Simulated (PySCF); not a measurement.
A database entry of computed molecular properties. Lists by class give the value and the number of equivalent atoms.

```json
{
 "formula": "C4H10FNSi",
 "smiles": "F[C@@H]([SiH3])[C@@H]1CCN1",
 "inchi": "InChI=1S/C4H10FNSi/c5-4(7)3-1-2-6-3/h3-4,6H,1-2H2,7H3/t3-,4-/m0/s1",
 "charge": 0,
 "multiplicity": 1,
 "geometry_level": "GFN2-xTB",
 "atoms_angstrom": [
  ["F", -1.638, -1.199, -1.407],
  ["C", -1.147, 0.002, -0.901],
  ["Si", -1.99, 0.371, 0.788],
  ["C", 0.371, -0.07, -0.855],
  ["C", 1.021, -1.063, 0.122],
  ["C", 1.816, 0.132, 0.662],
  ["N", 0.941, 1.04, -0.087],
  ["H", -1.439, 0.762, -1.637],
  ["H", -1.321, 1.495, 1.425],
  ["H", -1.96, -0.842, 1.606],
  ["H", -3.387, 0.688, 0.478],
  ["H", 0.77, -0.177, -1.875],
  ["H", 1.603, -1.859, -0.333],
  ["H", 0.323, -1.486, 0.838],
  ["H", 2.864, 0.135, 0.342],
  ["H", 1.771, 0.306, 1.739],
  ["H", 1.395, 1.776, -0.615]
 ],
 "electronic_structure_code": "PySCF",
 "results": {
  "GFN2-xTB geometry": {
   "point_group": "C1",
   "rotational_constants_GHz": [3.11, 1.648, 1.327]
  },
  "PBE0/pcSseg-1 ground state and GIAO shieldings, non-relativistic": {
   "dipole_D": 2.47,
   "homo_eV": -6.73,
   "lumo_eV": 0.94,
   "shift_vs_computed_TMS_C_by_class_ppm": [
    [94.7, 1],
    [60.5, 1],
    [45.8, 1],
    [23.4, 1]
   ],
   "shift_vs_computed_TMS_H_by_class_ppm": [
    [5.15, 1],
    [4.56, 1],
    [4.18, 3],
    [3.87, 1],
    [3.58, 1],
    [2.46, 1],
    [2.28, 1],
    [0.81, 1]
   ],
   "shielding_other_nuclei_by_class_ppm": [
    ["N", 223.9, 1],
    ["F", 430.0, 1],
    ["Si", 432.7, 1]
   ],
   "charges_hirshfeld_e_by_atom": [-0.12, -0.03, 0.29, 0.01, -0.07, -0.02, -0.16, 0.04, -0.07, -0.07, -0.08, 0.03, 0.05, 0.04, 0.04, 0.04, 0.11]
  }
 }
}
```

A dipole of 2.47 D is allowed in C1, and pure rotational transitions are dipole-allowed. The rotational constants make it an asymmetric top with κ = (2B − A − C)/(A − C) = -0.64, nearer the prolate limit (−1).

The structure is a single GFN2-xTB conformer in the gas phase; no vibrational or solvent corrections. GFN2-xTB frequencies show an imaginary mode (59i cm⁻¹), so this geometry is no minimum at that level. NMR classes are plain means over equivalent atoms (diastereotopic ones count apart unless rotation or inversion swaps them), as if these changed places fast; in this geometry the members of some classes differ.

For the NMR shielding job (PBE0/pcSseg-1), the run took 93 s of wall time (with the writing of density and orbital grids) on an Intel Xeon at 2.50 GHz with one thread, shared host with 64 logical CPUs at a one-minute load of 64, and the process peaked at 0.80 GiB of memory.

Conformer computed: `[F:1][C@@H:2]([SiH3:3])[C@@H:4]1[CH2:5][CH2:6][NH:7]1`: F1–C2–C4–C5 -67°.
